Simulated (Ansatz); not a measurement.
Species: sum formula BNHF$_{2}$, net charge -1, singlet state. It need not be the lowest isomer of its formula. Whether it binds its extra electron was not tested at this geometry. 
Geometry from a B3LYP-D3(BJ)/def2-TZVP (Ansatz, a program for electronic structure) optimisation:
```xyz
5

B     -0.1039    -0.0548     0.0201
F      0.3703     1.2660     0.1178
F      0.9500    -0.8496    -0.4229
N     -1.3427    -0.5271     0.2919
H     -1.9651     0.2158     0.6020
```
Charge -1, spin multiplicity 1.

Parts of the frozen-core correlation energy in cc-pwCVTZ (Ansatz, hartree). Frozen orbitals: 4; correlated occupied orbitals by spin: 12 and 12; virtual: 170 and 170. Spin-orbit coupling is left out. No relativistic terms.

| term | value |
|---|---|
| reference (HF) | -278.84734 |
| MP2 opposite-spin | -0.62075 |
| MP2 same-spin | -0.21907 |
| CCSD correlation | -0.84149 |
| (T) | -0.02963 |
| T1 diagnostic | 0.012 |
| largest doubles amplitude | 0.038 |
